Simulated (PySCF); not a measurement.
# [HfH3(H2O)]+ at several levels of theory

Computed with PySCF 2.14.0 (density fitting, no spin-orbit coupling) at the geometry relaxed with PBE0:

```xyz
7
[HfH3(H2O)]+ (singlet)
Hf    0.1377   -0.1023    0.1023
H     1.1725    0.9002    1.1902
H    -0.9089   -1.1416    1.1416
H     1.1725   -1.1902   -0.9002
O    -1.1566    1.1462   -1.1462
H    -1.4957    2.0342   -0.9277
H    -1.4957    0.9277   -2.0342
```

```tsv
level	basis	state	HOMO (eV)	gap (eV)	charge on Hf1 (e)	dipole about the centre of mass (D)	largest force component (eV/Å)
PBE0	Hf def2-SVP with ECP60, H def2-SVP, O def2-SVP	singlet	-13.32	6.06	1.31	7.04	0.01
wB97X	the same	singlet	-15.78	10.74	1.40	7.25	0.07
PBE0	Hf def2-TZVP with ECP60, H def2-TZVP, O def2-TZVP	singlet	-13.38	6.11	0.96	7.05	0.20
```

Charges are Mulliken's, which hang on the basis. The relaxation used the grid (50, 194), these runs (75, 302) or, all-electron (x2c bases, spin-free X2C Hamiltonian), (99, 590).

Task: What does PBE with Hf def2-SVP with ECP60, H def2-SVP, O def2-SVP give here?

Result: state singlet, HOMO (eV) -12.01, gap (eV) 3.68, charge on Hf1 (e) 1.17, dipole about the centre of mass (D) 6.90, largest force component (eV/Å) 0.44. Time: 3.8 s on 2 threads of Intel(R) Xeon(R) Platinum 8488C (Sapphire Rapids), on a shared host, from an already converged density.

In the first row's basis the gap widens with exact exchange: 3.7 eV for PBE (none); 6.1 eV for PBE0 (a fixed share); 10.7 eV for wB97X (rising or full at long range).
